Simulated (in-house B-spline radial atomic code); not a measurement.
Configurations of the rubidium ion Rb⁺, with energies counted from [Ar] 3d10 4s2 4p6. Method: scalar-relativistic (X2C) r2SCAN0, spin-polarised, spherical fractional occupations, exact exchange averaged over the configuration, Fermi nucleus of rms radius 4.2036 fm. Calculated with an all-electron radial atomic-structure program (B-spline basis). Shells without spins written out take the highest spin.

Occupations are held fixed; configurations that lie above the ionisation limit could autoionise.

```tsv
configuration	E - E(ref) (eV)	highest orbital	its <r> (bohr)
[Ar] 3d10 4s2 4p5 4d1	18.814	4d up	3.081
[Ar] 3d10 4s1 4p6 5s1	34.974	5s up	4.004
[Ar] 3d10 4s1 4p6 5p1	37.827	5p up	4.992
[Ar] 3d9 4s2 4p6 5s1	114.07	5s up	3.96
[Ar] 3d9 4s2 4p6 4d1	115.64	4d up	2.934
[Ne] 3s2 3p5 3d10 4s2 4p6 4d1	242	4d up	2.94
```

(1) Order these further configurations by energy, lowest first.
A. [Ar] 3d9 4s2 4p6 5d1
B. [Ne] 3s2 3p5 3d10 4s2 4p6 5s1
C. [Ar] 3d10 4s1 4p6 5f1
D. [Ne] 3s2 3p5 3d10 4s2 4p6 5p1
E. [Ar] 3d10 4s1 4p6 4f1

(2) How far above the reference does [Ar] 3d9 4s2 4p6 5f1 lie?

## Answers

(1) E (42.159 eV), C (43.348 eV), A (120.23 eV), B (240.41 eV), D (243.29 eV).

(2) 122.55 eV; its least bound orbital is 5f up with <r> = 15.31 bohr.
